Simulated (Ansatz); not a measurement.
Born–Oppenheimer molecular dynamics of FH5O2Sn (9 atoms, charge 0, multiplicity 1). It starts at the highest image of a converged band, a first-order saddle point between two minima.

Level of theory: Ansatz 0.2.0, RKS PBE0-D4/def2-SVP.

```
ensemble                      : NVE (velocity Verlet)
time step                     : 0.5 fs
steps asked                   : 200
starting velocities drawn for : 100 K
seed                          : 8764
```

Frames 0.5 fs apart, positions in Å, forces in eV/Å.

Velocities at 50 fs (Å/ps):

```
Sn 1.62 1.72 -0.08
H -33.14 -26.61 42.56
O 3.64 -0.96 -4.35
H -9.53 -5.23 -4.75
H -6.38 -6.44 -0.85
O -3.30 1.05 6.75
H 25.54 3.94 -5.59
F -6.95 -7.19 -5.68
H -41.99 -34.85 47.37
```

```xyz
9
Properties=species:S:1:pos:R:3:forces:R:3 time_fs=50 energy_less_start_eV=-0.659 T=829
Sn 0.209 0.251 -0.120 -0.66 -1.09 -2.22
H -1.248 -0.668 2.789 0.06 0.07 -0.04
O 2.004 0.042 -0.858 0.30 0.13 -0.27
H 2.194 -0.714 -1.417 -0.21 -0.19 -0.12
H -1.099 1.117 -0.775 0.11 0.15 -0.08
O -0.532 -1.578 -0.246 0.00 -0.47 1.07
H -0.414 -2.171 0.521 0.03 0.35 -0.53
F 0.959 1.343 1.185 0.38 1.08 2.19
H -0.763 -0.085 2.879 -0.02 -0.03 0.00
9
Properties=species:S:1:pos:R:3:forces:R:3 time_fs=50.5 energy_less_start_eV=-0.652 T=820
Sn 0.210 0.252 -0.120 -0.74 -1.22 -2.40
H -1.264 -0.681 2.811 -0.07 -0.09 -0.06
O 2.006 0.042 -0.860 0.27 0.10 -0.28
H 2.189 -0.717 -1.420 -0.20 -0.16 -0.10
H -1.103 1.114 -0.776 0.13 0.14 -0.08
O -0.533 -1.577 -0.243 0.00 -0.30 0.90
H -0.401 -2.168 0.517 0.05 0.20 -0.35
F 0.955 1.339 1.182 0.46 1.20 2.34
H -0.784 -0.102 2.903 0.11 0.13 0.03
9
Properties=species:S:1:pos:R:3:forces:R:3 time_fs=51 energy_less_start_eV=-0.643 T=810
Sn 0.210 0.253 -0.120 -0.82 -1.34 -2.56
H -1.281 -0.695 2.832 -0.18 -0.23 -0.09
O 2.008 0.042 -0.863 0.24 0.05 -0.30
H 2.183 -0.720 -1.423 -0.21 -0.11 -0.07
H -1.105 1.111 -0.777 0.14 0.14 -0.07
O -0.535 -1.577 -0.239 -0.02 -0.11 0.69
H -0.388 -2.166 0.513 0.08 0.02 -0.13
F 0.952 1.336 1.179 0.55 1.32 2.49
H -0.805 -0.119 2.927 0.23 0.27 0.05
9
Properties=species:S:1:pos:R:3:forces:R:3 time_fs=51.5 energy_less_start_eV=-0.632 T=798
Sn 0.211 0.254 -0.120 -0.90 -1.46 -2.72
H -1.298 -0.709 2.853 -0.27 -0.33 -0.11
O 2.010 0.041 -0.865 0.21 -0.01 -0.32
H 2.177 -0.724 -1.426 -0.21 -0.05 -0.03
H -1.108 1.109 -0.777 0.16 0.13 -0.07
O -0.537 -1.576 -0.236 -0.05 0.10 0.47
H -0.375 -2.163 0.508 0.12 -0.17 0.10
F 0.949 1.333 1.177 0.63 1.43 2.63
H -0.825 -0.136 2.951 0.31 0.37 0.07
9
Properties=species:S:1:pos:R:3:forces:R:3 time_fs=52 energy_less_start_eV=-0.620 T=786
Sn 0.212 0.254 -0.120 -0.97 -1.57 -2.87
H -1.315 -0.724 2.873 -0.30 -0.37 -0.12
O 2.011 0.041 -0.867 0.17 -0.08 -0.35
H 2.171 -0.727 -1.429 -0.21 0.01 0.01
H -1.110 1.107 -0.779 0.17 0.13 -0.07
O -0.538 -1.576 -0.232 -0.08 0.29 0.27
H -0.362 -2.160 0.504 0.17 -0.35 0.30
F 0.945 1.330 1.175 0.70 1.53 2.76
H -0.845 -0.151 2.975 0.34 0.40 0.07
9
Properties=species:S:1:pos:R:3:forces:R:3 time_fs=52.5 energy_less_start_eV=-0.611 T=775
Sn 0.213 0.255 -0.121 -1.03 -1.67 -3.01
H -1.334 -0.739 2.893 -0.27 -0.34 -0.11
O 2.013 0.040 -0.870 0.14 -0.14 -0.38
H 2.164 -0.731 -1.432 -0.20 0.07 0.05
H -1.111 1.105 -0.780 0.18 0.12 -0.06
O -0.540 -1.575 -0.228 -0.11 0.43 0.13
H -0.348 -2.158 0.500 0.21 -0.48 0.45
F 0.942 1.327 1.174 0.77 1.63 2.88
H -0.863 -0.166 2.999 0.31 0.37 0.07
9
Properties=species:S:1:pos:R:3:forces:R:3 time_fs=53 energy_less_start_eV=-0.604 T=767
Sn 0.213 0.256 -0.121 -1.08 -1.76 -3.14
H -1.353 -0.756 2.914 -0.19 -0.24 -0.10
O 2.015 0.040 -0.872 0.10 -0.19 -0.40
H 2.156 -0.734 -1.435 -0.19 0.12 0.08
H -1.113 1.104 -0.781 0.19 0.12 -0.06
O -0.542 -1.575 -0.224 -0.13 0.50 0.07
H -0.334 -2.158 0.498 0.24 -0.54 0.51
F 0.939 1.325 1.173 0.83 1.72 2.99
H -0.881 -0.180 3.023 0.23 0.27 0.05
9
Properties=species:S:1:pos:R:3:forces:R:3 time_fs=53.5 energy_less_start_eV=-0.599 T=762
Sn 0.214 0.256 -0.121 -1.12 -1.83 -3.25
H -1.373 -0.773 2.933 -0.07 -0.10 -0.07
O 2.017 0.039 -0.875 0.05 -0.23 -0.41
H 2.148 -0.737 -1.437 -0.18 0.15 0.10
H -1.113 1.103 -0.783 0.20 0.11 -0.06
O -0.543 -1.574 -0.220 -0.12 0.49 0.10
H -0.319 -2.159 0.497 0.24 -0.52 0.47
F 0.936 1.322 1.172 0.89 1.79 3.08
H -0.899 -0.193 3.048 0.11 0.13 0.03
9
Properties=species:S:1:pos:R:3:forces:R:3 time_fs=54 energy_less_start_eV=-0.597 T=760
Sn 0.215 0.257 -0.122 -1.15 -1.90 -3.34
H -1.392 -0.790 2.953 0.06 0.06 -0.04
O 2.019 0.039 -0.877 0.00 -0.25 -0.40
H 2.140 -0.740 -1.440 -0.16 0.17 0.10
H -1.113 1.102 -0.784 0.20 0.11 -0.06
O -0.545 -1.574 -0.216 -0.07 0.41 0.23
H -0.303 -2.161 0.496 0.20 -0.43 0.35
F 0.933 1.320 1.172 0.93 1.86 3.17
H -0.916 -0.206 3.072 -0.02 -0.03 -0.01
9
Properties=species:S:1:pos:R:3:forces:R:3 time_fs=54.5 energy_less_start_eV=-0.596 T=758
Sn 0.215 0.258 -0.122 -1.17 -1.95 -3.42
H -1.412 -0.807 2.973 0.18 0.20 -0.01
O 2.022 0.038 -0.880 -0.05 -0.25 -0.38
H 2.131 -0.743 -1.442 -0.14 0.17 0.09
H -1.113 1.101 -0.786 0.20 0.11 -0.06
O -0.547 -1.573 -0.213 0.00 0.27 0.41
H -0.287 -2.164 0.497 0.14 -0.28 0.16
F 0.931 1.318 1.172 0.97 1.91 3.24
H -0.933 -0.219 3.097 -0.14 -0.18 -0.04
9
Properties=species:S:1:pos:R:3:forces:R:3 time_fs=55 energy_less_start_eV=-0.595 T=757
Sn 0.216 0.258 -0.123 -1.17 -1.99 -3.48
H -1.431 -0.824 2.992 0.27 0.32 0.02
O 2.023 0.037 -0.882 -0.11 -0.24 -0.35
H 2.122 -0.745 -1.444 -0.11 0.14 0.07
H -1.113 1.101 -0.788 0.20 0.11 -0.06
O -0.549 -1.572 -0.209 0.09 0.09 0.63
H -0.271 -2.167 0.498 0.06 -0.09 -0.06
F 0.928 1.316 1.173 1.00 1.95 3.29
H -0.950 -0.232 3.121 -0.23 -0.29 -0.06
9
Properties=species:S:1:pos:R:3:forces:R:3 time_fs=55.5 energy_less_start_eV=-0.595 T=757
Sn 0.217 0.259 -0.124 -1.16 -2.01 -3.52
H -1.449 -0.840 3.012 0.32 0.38 0.04
O 2.026 0.037 -0.885 -0.17 -0.21 -0.30
H 2.113 -0.746 -1.446 -0.08 0.11 0.04
H -1.111 1.101 -0.790 0.20 0.11 -0.06
O -0.550 -1.571 -0.205 0.19 -0.09 0.85
H -0.255 -2.171 0.499 -0.04 0.10 -0.28
F 0.926 1.315 1.174 1.02 1.97 3.32
H -0.968 -0.246 3.146 -0.28 -0.35 -0.08
```

Of the whole run (100 fs, mean temperature of the second half 1002 K): The conserved energy stayed within 0.042 meV per atom of its start (net change 0.00022 meV per atom), so the integration is sound. The kinetic energy rose, since the run started high on the potential surface and went downhill. It ends in pieces (FH3O2Sn + H2), so much of that is their flight and rotation, not heat. A run of 0.1 ps of so small a system gives no equilibrium averages. The orbitals stay closed-shell, which can raise the energy where a bond breaks towards radicals; this wasn't checked here.

The run took 6.6 min on 2 threads of AMD EPYC 7B13 (Zen 3), on a shared host, peak memory 0.22 GiB.
